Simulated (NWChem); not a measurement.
Species: CrH2SO3; SMILES [O]=[Cr](=[O])([OH])[SH]

```xyz
7

Cr     0.0861     0.3709    -0.0041
O      0.9255     0.7963     1.2440
O      0.8037     0.6927    -1.3540
O     -1.4816     1.1456     0.0910
H     -1.9088     1.2722    -0.7822
S     -0.1141    -1.8352    -0.0187
H     -0.3124    -1.8868     1.3319
```
Atoms are numbered in this order, from 1.

Computed with NWChem. Pople sets run with spherical d functions. Medium grid unless said otherwise, to which SCAN and Minnesota functionals are sensitive. Coordinates come from a PBE-D3(BJ)/def2-SVP optimisation.

For level SCAN/6-31G*:

```
Quantity                     Result
---------------------------  ------
highest occupied level (eV)   -7.25
orbital gap (eV)               2.47
```

**Question.** Estimate the same quantities for level PBE/6-31G*.

**Answer.** 
| Property | Result |
|---|---|
| highest occupied level (eV) | -6.87 |
| orbital gap (eV) | 2.30 |
